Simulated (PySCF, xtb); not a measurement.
diindium oxide (In2O), SMILES [In][O][In] (connectivity only; charge and spin as stated), neutral, multiplicity 1.

Harmonic wavenumbers (cm⁻¹) from GFN2-xTB in xtb at its own minimum, in rising order: 108, 108, 161, 532.

What does PBE-D3(BJ)/def2-TZVP (PySCF) give at its own minimum? (The exact figures need the calculation; the answer reports its results.)

47, 47, 196, 708. Paired by order, the mean absolute difference is 84 cm⁻¹ and the zero-point energies are 1.3 and 1.4 kcal/mol.
